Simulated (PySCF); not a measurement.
**Dipole moment and polarisability of PP3SOO nortricyclane**

Compound: PP3SOO nortricyclane, O₂P₄S.
Geometry (PBE0-D3(BJ)/def2-SVP, Å), atoms numbered from 1 in this order:
```
atom  x, y, z in Å
P1    -0.117   -1.537    0.229
S2    -1.915   -0.397   -0.084
P3    -0.962    1.469   -0.321
P4     0.975    0.730   -1.224
O5     0.734   -0.929   -1.062
P6     0.815    1.097    1.027
O7     0.561   -0.534    1.366
```

Level: wB97X-D/def2-SVPD (PySCF), static field, nuclei fixed, core orbitals frozen in the response. The polarisability tensor in these axes (au):

```
x   117.08   3.81   0.43
y     3.81 114.13  -1.69
z     0.43  -1.69 102.44
```

Task: Diagonalise the tensor; give its mean and Δα, where Δα² is half the sum of the squared differences of the eigenvalues.

Result: Principal values 102.14, 111.80 and 119.72 au; mean 111.22 au = 16.48 Å³ = 18.34 × 10⁻⁴⁰ C²·m²/J; Δα = 15.25 au (14 % of the mean).

Task: What is the dipole moment, and where does it point?

Result: (0.33, 0.66, -0.09) D, 0.74 D in size, pointing from the negative to the positive side. Measured along this direction, the outermost atoms are P1 at the negative end and P4 and P6 at the positive end.

Task: Traceless (Buckingham) quadrupole moment about the centre of nuclear charge: eigenvalues?

Result: -2.88, -1.46, 4.34 D·Å. The values depend on the origin, since the dipole doesn't vanish. The electronic extent ⟨r²⟩ about the same centre is 1140 bohr², a root-mean-square distance of 1.86 Å for the 92 electrons.

Task: Find the Langevin capture rate constant for NH4+ (18.034 u) meeting this molecule (187.857 u), k = 2.342 × 10⁻⁹ cm³/s × √(α in Å³ / reduced mass in u).

Result: The reduced mass is 16.45 u, so k = 2.34 × 10⁻⁹ cm³/s. The formula leaves out the permanent dipole, which adds to the capture rate.

Task: Orientational against electronic polarisability at 350 K (dilute gas, rigid molecules)?

Result: In Gaussian units μ²/3kT = 3.78 Å³ against 16.48 Å³, a ratio of 0.23; the Debye molar polarisation (4π/3)N_A(α + μ²/3kT) is 51.1 cm³/mol, leaving out the vibrational part.

Isolated species at its PBE0-D3(BJ)/def2-SVP geometry (one conformer only).
